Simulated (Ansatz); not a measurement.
Ansatz (an electronic-structure program) input file for C₄H₅NO, SMILES C1=CN=COC1, PBE-D3(BJ)/def2-SVP. 

Ansatz 0.2 input:
```yaml
crystal:
  periodic: [false, false, false]
  atoms:
    - {symbol: C, position_ang: [-1.03781242, 0.90030572, -0.00000000]}
    - {symbol: C, position_ang: [-1.33768191, -0.40591099, 0.00000000]}
    - {symbol: N, position_ang: [-0.35930992, -1.41741785, 0.00000000]}
    - {symbol: C, position_ang: [0.85159307, -1.02404415, 0.00000000]}
    - {symbol: O, position_ang: [1.31589297, 0.23670621, -0.00000000]}
    - {symbol: C, position_ang: [0.39547321, 1.34947110, -0.00000000]}
    - {symbol: H, position_ang: [-1.81493770, 1.66865692, -0.00000000]}
    - {symbol: H, position_ang: [-2.37334249, -0.75644484, 0.00000000]}
    - {symbol: H, position_ang: [1.68500267, -1.73744485, 0.00000000]}
    - {symbol: H, position_ang: [0.63093574, 1.96728900, -0.88698423]}
    - {symbol: H, position_ang: [0.63093574, 1.96728900, 0.88698423]}
basis:
  gaussian:
    orbitals: def2-SVP
hamiltonian:
  xc: pbe
  dispersion: d3bj
relax: {f_tol: 0.002, max_steps: 200}
```

Program output:

```
WARN ansatz: RAYON_NUM_THREADS=1 ignored (pool sized by the plan → 1); use --threads N
Functional definition: PBE
integrals: 0.05 GiB planned
1237 factors; their error is unknown
mean field: 0.32 GiB planned
mean field evaluation 1: about -7742.0535 eV, gradient 5.7e1 eV
mean field evaluation 2: about -7728.9962 eV, gradient 9.2e1 eV
mean field evaluation 4: about -7750.1416 eV, gradient 9.0e0 eV
mean field evaluation 8: about -7750.2941 eV, gradient 9.0e-2 eV
mean field evaluation 16: about -7750.2225 eV, gradient 2.6e-4 eV
mean field -7750.22246422 eV, -284.8154222706 hartree, gradient 2.5e-5 eV, S^2 0.000000; 0 other end points of the search recorded, 0 dependent functions left out
the calculation of the forces begins
reference -7750.22249467 eV, -284.8154233897 hartree; 22, 22 occupied and 87, 87 virtual orbitals, 1237 factors
relax step   1: F+E_penalty+E_count = -7750.46512767 eV  Δ(F+E_penalty+E_count) = +0.000e0 eV  max|allowed force component| = 6.369e-1 eV/Å  Δτ_max = 0.0000 Å  (32 SCF iters, accepted)
these checks for a lower state are left out or cut short: starts, cluster_reference, orbital_swaps, neighbouring_geometries, increment
integrals: 0.05 GiB planned
1237 factors; their error is unknown
mean field: 0.32 GiB planned
mean field -7750.23797602 eV, -284.8159923188 hartree, gradient 7.6e-6 eV, S^2 0.000000; 0 other end points of the search recorded, 0 dependent functions left out
the calculation of the forces begins
reference -7750.23800657 eV, -284.8159934415 hartree; 22, 22 occupied and 87, 87 virtual orbitals, 1237 factors
relax step   2: F+E_penalty+E_count = -7750.48005396 eV  Δ(F+E_penalty+E_count) = -1.493e-2 eV  max|allowed force component| = 1.866e-1 eV/Å  Δτ_max = 0.0118 Å  (34 SCF iters, accepted)
these checks for a lower state are left out or cut short: starts, cluster_reference, orbital_swaps, neighbouring_geometries, increment
integrals: 0.05 GiB planned
1237 factors; their error is unknown
mean field: 0.31 GiB planned
mean field evaluation 32: about -7750.2398 eV, gradient 2.7e-3 eV
mean field -7750.23981365 eV, -284.8160598505 hartree, gradient 7.9e-6 eV, S^2 0.000000; 0 other end points of the search recorded, 0 dependent functions left out
the calculation of the forces begins
reference -7750.23984424 eV, -284.8160609745 hartree; 22, 22 occupied and 87, 87 virtual orbitals, 1237 factors
relax step   3: F+E_penalty+E_count = -7750.48164017 eV  Δ(F+E_penalty+E_count) = -1.586e-3 eV  max|allowed force component| = 4.515e-2 eV/Å  Δτ_max = 0.0042 Å  (36 SCF iters, accepted)
these checks for a lower state are left out or cut short: starts, cluster_reference, orbital_swaps, neighbouring_geometries, increment
integrals: 0.05 GiB planned
1237 factors; their error is unknown
mean field: 0.32 GiB planned
mean field -7750.23987791 eV, -284.8160622118 hartree, gradient 7.9e-6 eV, S^2 0.000000; 0 other end points of the search recorded, 0 dependent functions left out
the calculation of the forces begins
reference -7750.23990850 eV, -284.8160633359 hartree; 22, 22 occupied and 87, 87 virtual orbitals, 1237 factors
relax step   4: F+E_penalty+E_count = -7750.48169444 eV  Δ(F+E_penalty+E_count) = -5.427e-5 eV  max|allowed force component| = 1.593e-2 eV/Å  Δτ_max = 0.0007 Å  (36 SCF iters, accepted)
these checks for a lower state are left out or cut short: starts, cluster_reference, orbital_swaps, neighbouring_geometries, increment
integrals: 0.05 GiB planned
1237 factors; their error is unknown
mean field: 0.31 GiB planned
mean field -7750.23987472 eV, -284.8160620947 hartree, gradient 7.9e-6 eV, S^2 0.000000; 0 other end points of the search recorded, 0 dependent functions left out
the calculation of the forces begins
reference -7750.23990531 eV, -284.8160632187 hartree; 22, 22 occupied and 87, 87 virtual orbitals, 1237 factors
relax step   5: F+E_penalty+E_count = -7750.48170094 eV  Δ(F+E_penalty+E_count) = -6.502e-6 eV  max|allowed force component| = 7.343e-3 eV/Å  Δτ_max = 0.0008 Å  (36 SCF iters, accepted)
these checks for a lower state are left out or cut short: starts, cluster_reference, orbital_swaps, neighbouring_geometries, increment
integrals: 0.05 GiB planned
1237 factors; their error is unknown
mean field: 0.31 GiB planned
mean field -7750.23988363 eV, -284.8160624221 hartree, gradient 7.9e-6 eV, S^2 0.000000; 0 other end points of the search recorded, 0 dependent functions left out
the calculation of the forces begins
reference -7750.23991422 eV, -284.8160635462 hartree; 22, 22 occupied and 87, 87 virtual orbitals, 1237 factors
relax step   6: F+E_penalty+E_count = -7750.48170532 eV  Δ(F+E_penalty+E_count) = -4.386e-6 eV  max|allowed force component| = 1.667e-3 eV/Å  Δτ_max = 0.0004 Å  (36 SCF iters, accepted)
integrals: 0.05 GiB planned
1237 factors; their error is unknown
mean field: 0.31 GiB planned
mean field evaluation 64: about -7750.2399 eV, gradient 2.7e-3 eV
mean field -7750.23988363 eV, -284.8160624221 hartree, gradient 7.9e-6 eV, S^2 0.000000; 1 other end points of the search recorded, 0 dependent functions left out
the calculation of the forces begins
reference -7750.23991422 eV, -284.8160635462 hartree; 22, 22 occupied and 87, 87 virtual orbitals, 1237 factors
Total energy: -7750.48173591 eV, -284.8249503296 hartree
Atom 0 at    -1.038847     0.902781    -0.000000 Å, force     0.000450    -0.000741     0.000000 eV/Å
Atom 1 at    -1.341809    -0.412982    -0.000000 Å, force     0.000037     0.001667    -0.000000 eV/Å
Atom 2 at    -0.365947    -1.428340    -0.000001 Å, force    -0.000929    -0.001119    -0.000000 eV/Å
Atom 3 at     0.853791    -1.027278    -0.000000 Å, force     0.000273     0.000158    -0.000000 eV/Å
Atom 4 at     1.327845     0.237549    -0.000000 Å, force    -0.000380     0.000485     0.000000 eV/Å
Atom 5 at     0.395537     1.352501    -0.000000 Å, force     0.000025     0.000202     0.000000 eV/Å
Atom 6 at    -1.821526     1.677071     0.000000 Å, force     0.000018    -0.000407    -0.000000 eV/Å
Atom 7 at    -2.387103    -0.762150     0.000000 Å, force    -0.000257    -0.000461     0.000000 eV/Å
Atom 8 at     1.694978    -1.744803     0.000001 Å, force     0.000219     0.000492     0.000000 eV/Å
Atom 9 at     0.634916     1.977053    -0.892683 Å, force     0.000272    -0.000139     0.000100 eV/Å
Atom 10 at     0.634916     1.977053     0.892683 Å, force     0.000272    -0.000139    -0.000100 eV/Å
Dipole moment:     0.016656     0.428900     0.000000 e Å
```

Self-consistency was reached.
